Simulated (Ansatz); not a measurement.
`F[SiH2]C=S` and `S=C[SiH2]S` differ in one atom or group.

Ansatz, PBE0-D4/def2-TZVP geometries, multiplicity 1. Each molecule was computed in one conformer, which needn't be the lowest.

```json
{"property": "LUMO energy (ωB97M-V/def2-TZVPP) / eV", "`F[SiH2]C=S`": "-0.92"}
{"property": "HOMO energy (PBE/def2-TZVPP) / eV", "`F[SiH2]C=S`": "-5.64"}
{"property": "LUMO energy (PBE/def2-TZVPP) / eV", "`F[SiH2]C=S`": "-4.04"}
{"property": "HOMO energy (B3LYP/def2-TZVPP) / eV", "`F[SiH2]C=S`": "-6.62"}
{"property": "HOMO–LUMO gap (B3LYP/def2-TZVPP) / eV", "`F[SiH2]C=S`": "3.33"}
{"property": "HOMO energy (ωB97M-V/def2-TZVPP) / eV", "`F[SiH2]C=S`": "-9.03"}
```

Give the same properties after the change, and the shifts. (Estimate.)

Ansatz gave: 
```tsv
property	`S=C[SiH2]S`	shift
LUMO energy (ωB97M-V/def2-TZVPP) / eV	-0.80	0.12
HOMO energy (PBE/def2-TZVPP) / eV	-5.35	0.29
LUMO energy (PBE/def2-TZVPP) / eV	-3.85	0.19
HOMO energy (B3LYP/def2-TZVPP) / eV	-6.34	0.28
HOMO–LUMO gap (B3LYP/def2-TZVPP) / eV	3.22	-0.11
HOMO energy (ωB97M-V/def2-TZVPP) / eV	-8.76	0.27
```

With PBE0 the HOMO rises by 0.28 eV and the LUMO rises by 0.16 eV, so the gap narrows by about 0.12 eV. PBE moves the HOMO by 0.29 eV and ωB97M-V by 0.27 eV. The zero-point energy changes by 18.3 kJ/mol with +3 modes.

B3LYP here is the variant with VWN-RPA as its local correlation; programs differ in this.
